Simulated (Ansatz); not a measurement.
One change: `[F][Ga]([SiH3])[Cl]` becomes `[OH][Ga]([F])[Cl]`.

Ansatz, PBE0-D4/def2-TZVP geometries, multiplicity 1. Each molecule was computed in one conformer, which needn't be the lowest.

Scalar relativity is left out up to krypton.

```
                               property  `[F][Ga]([SiH3])[Cl]`
  LUMO energy (ωB97M-V/def2-TZVPP) / eV                  -0.13
    HOMO–LUMO gap (PBE/def2-TZVPP) / eV                   4.80
      LUMO energy (PBE/def2-TZVPP) / eV                  -2.65
      HOMO energy (PBE/def2-TZVPP) / eV                  -7.45
    LUMO energy (B3LYP/def2-TZVPP) / eV                  -2.13
HOMO–LUMO gap (ωB97M-V/def2-TZVPP) / eV                  10.60
```

Problem. Give the same properties after the change, and the shifts. (Estimate.)

Solution. The calculation gave: 
```csv
property,`[OH][Ga]([F])[Cl]`,shift
LUMO energy (ωB97M-V/def2-TZVPP) / eV,0.27,0.40
HOMO–LUMO gap (PBE/def2-TZVPP) / eV,5.43,0.63
LUMO energy (PBE/def2-TZVPP) / eV,-2.62,0.03
HOMO energy (PBE/def2-TZVPP) / eV,-8.05,-0.60
LUMO energy (B3LYP/def2-TZVPP) / eV,-2.03,0.10
HOMO–LUMO gap (ωB97M-V/def2-TZVPP) / eV,12.22,1.62
```

With PBE0 the HOMO falls by 0.97 eV and the LUMO rises by 0.25 eV, so the gap widens by about 1.22 eV. PBE moves the HOMO by -0.60 eV and ωB97M-V by -1.22 eV.

B3LYP here is the variant with VWN-RPA as its local correlation; programs differ in this.
